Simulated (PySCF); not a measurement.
These are PBE-D3(BJ)/def2-TZVP // B3LYP-D3(BJ)/def2-TZVP (PySCF 2.14.0) values and carry that method's errors. Gas-phase values, no solvent. One relaxed conformer stands for a flexible species; it need not be the lowest. Delta-SCF ions had no search for a lower state. Excitations are Tamm–Dancoff values on a coarser integration grid. The basis has no diffuse functions, so Rydberg states are missing or too high.

Reference species (SMILES): `B/C=C\C=C` (neutral, multiplicity 1).

- LUMO = -3.25 eV
- vertical ionisation energy (Delta-SCF) = 9.27 eV
- T1 excitation (TDA) = 2.60 eV

Changed species: `BC(=C)C=C`.

Question: What does the change do to the LUMO, vertical ionisation energy (Delta-SCF) and T1 excitation (TDA)?

Answer: the LUMO increases by 0.20 eV, to -3.05 eV; the vertical ionisation energy (Delta-SCF) falls by 0.17 eV, to 9.10 eV; the T1 excitation (TDA) increases by 0.04 eV, to 2.64 eV.
